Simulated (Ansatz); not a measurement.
Start from `[NH2][AlH][Br]` and change one element to get `[NH2][GaH][Br]`.

Ansatz, PBE0-D4/def2-TZVP geometries, multiplicity 1. Each molecule was computed in one conformer, which needn't be the lowest.

Scalar relativity is left out up to krypton.

| property | `[NH2][AlH][Br]` |
| --- | --- |
| HOMO–LUMO gap (B3LYP/def2-TZVPP) / eV | 6.75 |
| HOMO–LUMO gap (PBE/def2-TZVPP) / eV | 5.08 |
| HOMO energy (B3LYP/def2-TZVPP) / eV | -7.54 |
| HOMO energy (PBE/def2-TZVPP) / eV | -6.43 |
| HOMO energy (ωB97M-V/def2-TZVPP) / eV | -10.16 |
| LUMO energy (ωB97M-V/def2-TZVPP) / eV | 1.03 |

Q: Give the same properties after the change, and the shifts. (Estimate.)

A: The calculation gave: 
```json
{"property": "HOMO–LUMO gap (B3LYP/def2-TZVPP) / eV", "`[NH2][GaH][Br]`": "6.39", "shift": "-0.36"}
{"property": "HOMO–LUMO gap (PBE/def2-TZVPP) / eV", "`[NH2][GaH][Br]`": "4.79", "shift": "-0.29"}
{"property": "HOMO energy (B3LYP/def2-TZVPP) / eV", "`[NH2][GaH][Br]`": "-7.45", "shift": "0.09"}
{"property": "HOMO energy (PBE/def2-TZVPP) / eV", "`[NH2][GaH][Br]`": "-6.35", "shift": "0.08"}
{"property": "HOMO energy (ωB97M-V/def2-TZVPP) / eV", "`[NH2][GaH][Br]`": "-10.02", "shift": "0.14"}
{"property": "LUMO energy (ωB97M-V/def2-TZVPP) / eV", "`[NH2][GaH][Br]`": "0.90", "shift": "-0.13"}
```

With PBE0 the HOMO rises by 0.11 eV and the LUMO falls by 0.20 eV, so the gap narrows by about 0.31 eV. PBE moves the HOMO by 0.08 eV and ωB97M-V by 0.14 eV.

B3LYP here is the variant with VWN-RPA as its local correlation; programs differ in this.

Spin–orbit coupling is left out; it splits and shifts lone-pair levels of the heavy atoms by tenths of an eV.
